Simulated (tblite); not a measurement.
Compound: C5H5ClGeO2.
Bonds: O1–C2 (double), C2–C3, C3–C4 (double), C4–Cl5, C4–C6, C6–O7 (double), C6–C8, C8–Ge9, C2–Ge9. Hydrogens: H10 on C3; H11, H12 on C8; H13, H14 on Ge9.

Computed with GFN2-xTB (tblite), gas phase: L-BFGS steps from a force-field or distance-geometry start until the largest atomic force falls under 0.01 eV/Å.

Step 0: E = -755.4972 eV
```
atom  x, y, z in Å  |  force x, y, z in eV/Å
O1     -0.0390    2.7677   -0.5570    0.030  -3.139   1.282
C2      0.0455    1.5940   -0.0852    1.013   4.338  -1.421
C3      1.3734    0.9916    0.1127   -0.747   0.904   0.330
C4      1.5084   -0.3002   -0.1297    1.615  -0.172   1.309
Cl5     3.1507   -0.9306    0.1422   -0.948  -0.202  -0.399
C6      0.4491   -1.1855   -0.5492    1.296  -3.939  -3.945
O7      0.7281   -2.0070   -1.4805   -0.610   2.116   2.262
C8     -0.9112   -1.2238   -0.0110   -0.981  -0.351  -0.084
Ge9    -1.4889    0.5593    0.4172   -1.674   0.659   0.915
H10     2.2125    1.6043    0.4345   -0.263   0.025  -0.315
H11    -0.9441   -1.8329    0.9017    0.014  -0.133  -0.416
H12    -1.5908   -1.6314   -0.8074    0.706  -0.179   0.809
H13    -1.7492    0.5933    1.9624    0.053   0.195  -0.738
H14    -2.7453    1.0006   -0.3728    0.497  -0.121   0.409
```

Step 1: E = -755.7601 eV
```
atom  x, y, z in Å  |  force x, y, z in eV/Å
O1     -0.0385    2.7229   -0.5387   -0.408   4.412  -1.832
C2      0.0599    1.6560   -0.1055    0.548  -3.468   1.730
C3      1.3628    1.0046    0.1175   -0.075  -0.402   0.074
C4      1.5315   -0.3026   -0.1110    0.174   0.512   0.914
Cl5     3.1371   -0.9335    0.1365   -0.447  -0.286  -0.210
C6      0.4677   -1.2418   -0.6056   -0.898   2.757   3.487
O7      0.7194   -1.9767   -1.4482    1.370  -3.766  -4.421
C8     -0.9252   -1.2288   -0.0122    0.026   0.132  -0.044
Ge9    -1.5128    0.5688    0.4303   -0.462   0.439   0.506
H10     2.2087    1.6046    0.4300   -0.126   0.144  -0.156
H11    -0.9439   -1.8348    0.8958    0.022  -0.201  -0.311
H12    -1.5807   -1.6339   -0.7959    0.195  -0.339   0.428
H13    -1.7485    0.5960    1.9518   -0.098   0.143  -0.478
H14    -2.7382    0.9988   -0.3670    0.178  -0.076   0.315
```

**Question.** Estimate the geometry and energy of step 2. (The exact step hangs on the optimiser's Hessian estimate; all steps are aligned on step 1, rigid shifts and turns removed.)

**Answer.** E = -756.0396 eV, largest force 1.296 eV/Å
```
atom  x, y, z in Å  |  force x, y, z in eV/Å
O1     -0.0417    2.7519   -0.5507    0.010   0.040  -0.022
C2      0.0662    1.6366   -0.0945   -0.071   0.790  -0.019
C3      1.3608    1.0031    0.1187    0.010   0.064   0.197
C4      1.5359   -0.2989   -0.1013   -0.015  -0.208   0.620
Cl5     3.1319   -0.9361    0.1341   -0.384  -0.278  -0.194
C6      0.4630   -1.2273   -0.5854    0.466  -0.900  -0.808
O7      0.7291   -2.0026   -1.4789    0.064   0.200   0.119
C8     -0.9268   -1.2284   -0.0127    0.180   0.195  -0.019
Ge9    -1.5196    0.5734    0.4360   -0.305   0.392   0.340
H10     2.2072    1.6058    0.4281   -0.141   0.151  -0.185
H11    -0.9437   -1.8366    0.8926    0.011  -0.202  -0.241
H12    -1.5778   -1.6369   -0.7910    0.129  -0.371   0.295
H13    -1.7491    0.5975    1.9467   -0.098   0.160  -0.351
H14    -2.7359    0.9980   -0.3637    0.145  -0.032   0.270
```

The energy changes by -0.2795 eV. The first-order estimate −F·Δx gives -0.6361 eV and the mean of the old and new forces, exact on a quadratic surface, -0.3020 eV. The step makes an angle of 10° with the force vector and moves no atom by more than 0.041 Å.

What follows is the cost of the whole relaxation. The run took 1.4 s of wall time on an Arm Neoverse N1 with one thread (shared host).
